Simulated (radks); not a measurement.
Results of a calculation; reference values are marked as such.
Species: the hafnium ion Hf3+. Configuration: [Kr] 4d10 4f14 5p6 5d3 (not the ground configuration). Level of theory: scalar-relativistic Kohn-Sham, PBE, spin-unpolarised, spherical densities, point nucleus (a radial shooting solver on a logarithmic mesh with Libxc functionals). Some entries of the table are withheld. Estimate them.

orbital,occ.,eigenvalue (eV),<r^2> (bohr^2)
1s,2,(1),0.0004949
2s,2,-11202.15,(2)
2p,6,-9839.899,0.006284
3s,2,-2580.087,0.04975
3p,6,-2173.175,0.05040
3d,10,-1691.893,0.04186
4s,2,-548.8273,0.2476
4p,6,(3),0.2819
4d,10,-242.9951,(4)
5p,6,(5),(6)
4f,14,-52.6292,0.5522
5d,3,-30.5709,3.804

Answer. 
(1) 1s eigenvalue (eV): -65326.41
(2) 2s <r^2> (bohr^2): 0.007639
(3) 4p eigenvalue (eV): -415.4146
(4) 4d <r^2> (bohr^2): 0.3319
(5) 5p eigenvalue (eV): -68.1718
(6) 5p <r^2> (bohr^2): 1.883
